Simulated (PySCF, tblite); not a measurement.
C₄H₁₂N₂OSi₂.
Cartesian coordinates in Å at the GFN2-xTB level; atoms count from 1:
```
atom  x, y, z in Å
C1     1.560    1.363   -2.496
C2     1.378    1.242   -1.183
C3     1.738    2.319   -0.287
N4     1.475    2.199    0.942
Si5    0.645   -0.275   -0.325
O6     0.260   -1.233   -1.602
Si7   -1.190    0.184    0.983
N8    -2.154   -1.259    0.933
C9    -1.653   -2.561    1.309
H10    1.288    0.565   -3.165
H11    1.978    2.253   -2.947
H12    2.229    3.196   -0.736
H13    1.745    2.982    1.533
H14    1.771   -0.941    0.360
H15   -0.422   -1.894   -1.521
H16   -0.835    0.611    2.347
H17   -2.155    1.168    0.469
H18   -3.129   -1.171    1.181
H19   -1.710   -2.741    2.389
H20   -0.607   -2.641    1.014
H21   -2.221   -3.347    0.803
```

Method used: PBE0/pcSseg-1 in PySCF (dipole) on a GFN2-xTB geometry, gas phase.

Masses are those of the commonest isotopes; rigid-rotor values at the optimised geometry. The values belong to one conformer with, in the numbering `[H]/[N:4]=[CH:3]/[C:2](=[CH2:1])[Si@H:5]([OH:6])[SiH2:7][NH:8][CH3:9]`, C1–C2–C3–N4 176°, C1–C2–Si5–O6 -3°, C2–Si5–O6–H -155°, C2–Si5–Si7–N8 150°, Si5–Si7–N8–C9 56°.

Give the principal moments of inertia and the rotational constants in cm⁻¹.

Ia = 265.11, Ib = 692.64, Ic = 867.72 u·Å²; 505379 MHz·u·Å²/I gives 1906, 729.6 and 582.4 MHz, that is A = 0.06359, B = 0.02434, C = 0.01943 cm⁻¹.

What kind of rotor is it?

An asymmetric top: κ = (2 × 729.6 − 1906 − 582.4)/(1906 − 582.4) = -0.78.

Is it planar, by Δ = Ic − Ia − Ib?

Not planar: Δ = Ic − Ia − Ib = -90.03 u·Å². For a rigid frame Δ = −2 Σ m c², so Σ m c² = 45.01 u·Å² lies off the ab plane: 14.22 from hydrogen and 30.80 from heavier atoms. The atom farthest from that plane is 1.95 Å away.

Give the other two planar moments, Paa and Pbb, and the rms extents of the mass along the axes.

Paa = Σ m a² = (Ib + Ic − Ia)/2 = 647.62 and Pbb = Σ m b² = (Ia + Ic − Ib)/2 = 220.10 u·Å². With the mass M = 160.05 u, the rms extents √(P/M) along a, b and c are 2.01, 1.17, 0.53 Å.

Which types of transition are allowed, and where do some lines up to J = 5 fall?

The dipole components are |μa| = 0.10 D, |μb| = 0.39 D, |μc| = 0.60 D. The squared components, which scale the intensities, stand as 0.03 : 0.43 : 1.00 (a : b : c). Some lines, for components of 0.1 D or more:

```json
{"type": "b", "branch": "R", "J(Ka,Kc)": "5(2,3) ← 4(3,2)", "MHz": "660", "lower level (cm⁻¹)": "0.814"}
{"type": "c", "branch": "Q", "J(Ka,Kc)": "1(1,1) ← 1(0,1)", "MHz": "1177", "lower level (cm⁻¹)": "0.044"}
{"type": "b", "branch": "Q", "J(Ka,Kc)": "1(1,0) ← 1(0,1)", "MHz": "1324", "lower level (cm⁻¹)": "0.044"}
{"type": "b", "branch": "R", "J(Ka,Kc)": "2(0,2) ← 1(1,1)", "MHz": "1435", "lower level (cm⁻¹)": "0.083"}
{"type": "c", "branch": "R", "J(Ka,Kc)": "1(1,0) ← 0(0,0)", "MHz": "2636", "lower level (cm⁻¹)": "0.000"}
{"type": "c", "branch": "Q", "J(Ka,Kc)": "2(2,1) ← 2(1,1)", "MHz": "3530", "lower level (cm⁻¹)": "0.180"}
{"type": "b", "branch": "Q", "J(Ka,Kc)": "5(2,4) ← 5(1,5)", "MHz": "4898", "lower level (cm⁻¹)": "0.659"}
{"type": "b", "branch": "R", "J(Ka,Kc)": "4(1,4) ← 3(0,3)", "MHz": "5795", "lower level (cm⁻¹)": "0.260"}
{"type": "b", "branch": "Q", "J(Ka,Kc)": "5(3,3) ← 5(2,4)", "MHz": "6359", "lower level (cm⁻¹)": "0.822"}
{"type": "b", "branch": "R", "J(Ka,Kc)": "2(2,0) ← 1(1,1)", "MHz": "6462", "lower level (cm⁻¹)": "0.083"}
{"type": "c", "branch": "R", "J(Ka,Kc)": "3(2,1) ← 2(1,1)", "MHz": "7530", "lower level (cm⁻¹)": "0.180"}
{"type": "c", "branch": "Q", "J(Ka,Kc)": "5(4,2) ← 5(3,2)", "MHz": "8702", "lower level (cm⁻¹)": "1.035"}
{"type": "b", "branch": "Q", "J(Ka,Kc)": "4(4,1) ← 4(3,2)", "MHz": "8730", "lower level (cm⁻¹)": "0.814"}
{"type": "c", "branch": "R", "J(Ka,Kc)": "4(2,2) ← 3(1,2)", "MHz": "8744", "lower level (cm⁻¹)": "0.319"}
{"type": "c", "branch": "R", "J(Ka,Kc)": "5(1,4) ← 4(0,4)", "MHz": "9002", "lower level (cm⁻¹)": "0.431"}
{"type": "b", "branch": "R", "J(Ka,Kc)": "5(2,4) ← 4(1,3)", "MHz": "9573", "lower level (cm⁻¹)": "0.503"}
{"type": "b", "branch": "R", "J(Ka,Kc)": "4(2,2) ← 3(1,3)", "MHz": "9627", "lower level (cm⁻¹)": "0.289"}
{"type": "c", "branch": "R", "J(Ka,Kc)": "5(3,2) ← 4(2,2)", "MHz": "12723", "lower level (cm⁻¹)": "0.610"}
{"type": "b", "branch": "R", "J(Ka,Kc)": "4(4,1) ← 3(3,0)", "MHz": "14002", "lower level (cm⁻¹)": "0.638"}
{"type": "c", "branch": "R", "J(Ka,Kc)": "4(4,0) ← 3(3,0)", "MHz": "14002", "lower level (cm⁻¹)": "0.638"}
{"type": "b", "branch": "R", "J(Ka,Kc)": "4(4,0) ← 3(3,1)", "MHz": "14003", "lower level (cm⁻¹)": "0.638"}
{"type": "c", "branch": "R", "J(Ka,Kc)": "5(4,1) ← 4(3,1)", "MHz": "15315", "lower level (cm⁻¹)": "0.814"}
{"type": "b", "branch": "R", "J(Ka,Kc)": "5(4,1) ← 4(3,2)", "MHz": "15320", "lower level (cm⁻¹)": "0.814"}
{"type": "c", "branch": "R", "J(Ka,Kc)": "5(5,0) ← 4(4,0)", "MHz": "17815", "lower level (cm⁻¹)": "1.105"}
{"type": "b", "branch": "R", "J(Ka,Kc)": "5(5,0) ← 4(4,1)", "MHz": "17815", "lower level (cm⁻¹)": "1.105"}
```

Its GFN2-xTB frequencies are all real (lowest 22 cm⁻¹). Constants of a rigid frame at the computed geometry: no zero-point averaging, no centrifugal distortion. A rigid rotor knows nothing of inversion at nitrogen or internal rotation, which can split or shift real lines. Quadrupole hyperfine structure (14N) is left out.

On one thread, Arm Neoverse N1 (aarch64), shared host with 64 logical CPUs at a one-minute load of 57, this took 1.8 min of wall time (with the writing of density and orbital grids) and 1.1 GiB of memory at its peak. This is the PBE0/pcSseg-1 job that gave the dipole, with the shieldings it also computed.
